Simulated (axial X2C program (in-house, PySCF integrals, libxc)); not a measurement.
TiCl: bond constants with and without spin–orbit coupling

All values were computed with an in-house all-electron X2C program for linear molecules (integrals from PySCF). Spin-free means the one-electron spin-free X2C Hamiltonian; two-component (2c) means X2C with spin–orbit coupling and atomic mean-field two-electron Coulomb and Gaunt terms, so the difference of the two also holds small scalar two-electron terms. Basis: Ti dyall-cv3z [10s10p6d4f2g], Cl dyall-av3z [9s8p3d2f] (cores contracted in-house); Gaussian nuclei, density fitting, unrestricted open shells. Masses: Ti 47.948 u, Cl 34.969 u.

Input file and command:
```json
{"zs": [22, 17], "q": 0, "bas": ["dyall-cv3z", "dyall-av3z"], "levels": ["PBE0", "HF", "BHandHLYP"], "cc": true, "r0": 2.35, "thr": -1.0, "nmax": 90, "npts": 10, "nst": 2, "ntry": 6}
```
```bash
python so2c.py task.json out
```

Keys: zs atomic numbers; q charge; bas basis sets; levels methods; cc coupled cluster on or off; r0 starting distance in Å; thr threshold in hartree for freezing inner shells (an s shell follows its p shell); nmax most natural virtual spinors; npts points on the curve; nst determinants followed; ntry starts of the search. HF also brings MP2.

State, spin-free: M_S = 3/2, Λ = 3 (beyond evenly filled blocks: σα, π+α, δ+α); electrons by block: σα: 11, σβ: 10, π+α: 5, π+β: 4, π-α: 4, π-β: 4, δ+α: 1. Fragments: Ti + Cl.

State, 2c: Ω = 3/2 (⟨Sz⟩ = -1.50, ⟨Lz⟩ = 3.00 at PBE0); electrons by block: 1/2: 15, -1/2: 15, 3/2: 5, -3/2: 4. Fragments: Ti + Cl.

| Hamiltonian | level | Re (Å) | ωe (cm⁻¹) | ωexe (cm⁻¹) | Be (cm⁻¹) | De (eV) | D0 (eV) | k (mdyn/Å) | μ (D) |
| --- | --- | --- | --- | --- | --- | --- | --- | --- | --- |
| spin-free | PBE0 | 2.253 | 410.4 | 1.48 | 0.1643 | 4.61 | 4.59 | 2.01 | -3.89 |
| spin-free | HF | 2.362 | 377.8 | 1.33 | 0.1494 | 3.65 | 3.63 | 1.7 | -3.80 |
| spin-free | MP2 | 2.319 | 384.9 | 1.34 | 0.155 | 4.39 | 4.36 | 1.76 | n/a |
| spin-free | CCSD(T) | 2.309 | 387.5 | 1.2 | 0.1564 | 4.08 | 4.06 | 1.79 | n/a |
| spin-free | BHandHLYP | 2.290 | 399.4 | 1.43 | 0.159 | 3.99 | 3.96 | 1.9 | -4.13 |
| 2c | PBE0 | 2.253 | 410.4 | 1.49 | 0.1643 | n/a | n/a | 2.01 | -3.89 |
| 2c | HF | 2.362 | 377.7 | 1.33 | 0.1494 | n/a | n/a | 1.7 | -3.80 |
| 2c | MP2 | 2.319 | 384.8 | 1.34 | 0.155 | n/a | n/a | 1.76 | n/a |
| 2c | CCSD(T) | 2.309 | 387.4 | 1.2 | 0.1564 | 4.05 | 4.03 | 1.79 | n/a |
| 2c | BHandHLYP | 2.290 | 399.4 | 1.43 | 0.159 | n/a | n/a | 1.9 | -4.13 |

Correlated methods: 11 electrons correlated (number of frozen shells: Ti 3 s, 2 p; Cl 2 s, 1 p), 279 virtual spin orbitals or spinors in MP2, 90 natural virtuals in coupled cluster.

Dipoles are positive if Cl is the positive end.

The state is a single determinant with fixed occupations, the lowest that a limited PBE0 search found. De is counted from the lowest determinant-based energies of the atoms at the same level, without counterpoise correction. De is not given where an atomic determinant may have missed its ground term or J level, or where the truncated virtual space spoils (T). Density functionals use the spin component along the axis (collinear). CCSD and (T) use frozen natural virtuals with an MP2 correction for the truncation; (T) itself is uncorrected, so its De runs slightly low. In 2c an atomic determinant is not the ground J level, so De misses part of the atomic spin–orbit lowering. This holds for CCSD(T). PBE0 can misorder states that lie within some tenths of an eV, so this need not be the ground state of the molecule. The nearest other spin-free determinant of the search, M_S = 3/2, Λ = 0, lies 0.016 eV up at the distance of the search. The functionals have no current-density term, which raises determinants with orbital currents, atoms included. With several unpaired electrons one determinant need not be a pure state. The outer-core s and p shells of the metal are frozen in the correlated rows, which leaves out core–valence correlation; for alkali and alkaline-earth bonds that tends to lengthen them.

No reliable constants came from CCSD (2c), CCSD (spin-free): no minimum in range, unconverged points, a curve that is not smooth, a change of character along it, or the two Hamiltonians disagreeing along it.

Rough cost a point (2c) on 1 thread(s) of a shared host, integrals apart: PBE0 0.8 s, HF 0.5 s, CCSD(T) 7 s, BHandHLYP 1 s.

The whole task took 3.6 min on 1 thread of Intel(R) Xeon(R) Processor @ 2.30GHz, on a shared host.
